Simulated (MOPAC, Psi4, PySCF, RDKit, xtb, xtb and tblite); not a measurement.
Two geometries of C3H8O2SSi, SMILES COC(=O)[SiH2]SC, relaxed at GFN2-xTB with one dihedral held; other torsions can differ between them too.

Structure A

```
15

C     -0.5046     1.5753     5.1673
O     -1.4986     0.6954     4.6826
C     -1.7157     0.6136     3.3647
O     -2.7448     0.1277     2.9663
Si    -0.3390     0.9100     2.0620
S      0.3661     2.9329     2.0986
C      1.5242     2.8596     0.6984
H     -0.5193     1.4722     6.2507
H     -0.7274     2.6083     4.8922
H      0.4870     1.3088     4.7892
H     -0.9196     0.6218     0.7594
H      0.7979     0.0346     2.3652
H      2.2952     2.1247     0.9034
H      1.9643     3.8461     0.6037
H      0.9848     2.6033    -0.2070
```

Structure B

```
15

C     -0.6333     1.7544     5.1392
O     -1.3712     0.6252     4.7142
C     -1.6164     0.4512     3.4038
O     -2.6889     0.0286     3.0515
Si    -0.2416     0.2670     2.0817
S      1.4460     1.5708     2.2959
C      2.4183     1.0181     0.8647
H     -0.2533     1.5218     6.1326
H     -1.2942     2.6228     5.1946
H      0.2012     1.9753     4.4684
H     -0.8619     0.5099     0.7858
H      0.2421    -1.1071     2.2185
H      2.6671    -0.0315     0.9794
H      3.3219     1.6173     0.8486
H      1.8468     1.1777    -0.0435
```

Problem. Which is lower in energy at the level B3LYP-D3(BJ)/def2-SVP // GFN2-xTB run with Psi4, and by how much?

Solution. A is lower, by 12.62 kJ/mol (dihedral C1–O2–C3–Si5: 30° in A, 60° in B).

E(B) − E(A) in kJ/mol at the other levels, on the same two geometries: GFN2-xTB (xtb and tblite) 15.92; MMFF94 // GFN2-xTB (RDKit) 25.77; B3LYP/def2-SVP // GFN2-xTB (Psi4) 10.82; PBE/def2-SVP // GFN2-xTB (Psi4) 10.54; PBE-D3(BJ)/def2-SVP // GFN2-xTB (Psi4) 11.51; UFF // GFN2-xTB (RDKit) 32.08; PM6, restricted, heats of formation // GFN2-xTB (MOPAC) 11.82; PM3, restricted, heats of formation // GFN2-xTB (MOPAC) 10.44; GFN1-xTB // GFN2-xTB (xtb) 9.97; restricted B3LYP/6-31G*, spherical d, density fitting // GFN2-xTB (PySCF) 10.94; restricted Hartree-Fock/LANL2DZ, with its core potentials past Ne // GFN2-xTB (PySCF) 13.45; restricted Hartree-Fock/STO-3G // GFN2-xTB (PySCF) 14.91; restricted MP2 (frozen core)/6-31G*, spherical d // GFN2-xTB (PySCF) 13.19.
